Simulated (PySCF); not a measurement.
**Working out the ionisation energy of Zn**

Zn [Ar] 3d10 4s2 (1S) → Zn⁺ [Ar] 3d10 4s1 (2S). Computed with PySCF 2.14 in cc-pVTZ-DK, with scalar relativity by spin-free X2C-1e. Frozen: [Ar]. Energies in hartree (1 hartree = 27.21139 eV):

```json
{"part": "UHF", "Zn (lower)": "-1794.266395", "Zn⁺ (upper)": "-1793.980580"}
{"part": "MP2 opposite-spin", "Zn (lower)": "-0.331681", "Zn⁺ (upper)": "-0.295647"}
{"part": "MP2 same-spin", "Zn (lower)": "-0.183860", "Zn⁺ (upper)": "-0.173838"}
```

Question: What does Hartree-Fock give?

Answer: (-1793.980580) − (-1794.266395) = 0.285815 hartree = 7.777 eV.

Question: What do MP2 and SCS-MP2 (6/5 opposite-spin, 1/3 same-spin) give?

Answer: The opposite-spin parts differ by 0.981 eV and the same-spin parts by 0.273 eV. MP2: 7.777 + (0.981) + (0.273) = 9.031 eV. SCS-MP2: 7.777 + 1.2 × (0.981) + (0.273)/3 = 9.045 eV.

Measured between the centres of the two terms (NIST): 9.394 eV, so MP2 (valence) is off by -0.363 eV.

What remains against the reference includes basis incompleteness, the frozen core and correlation beyond second order.
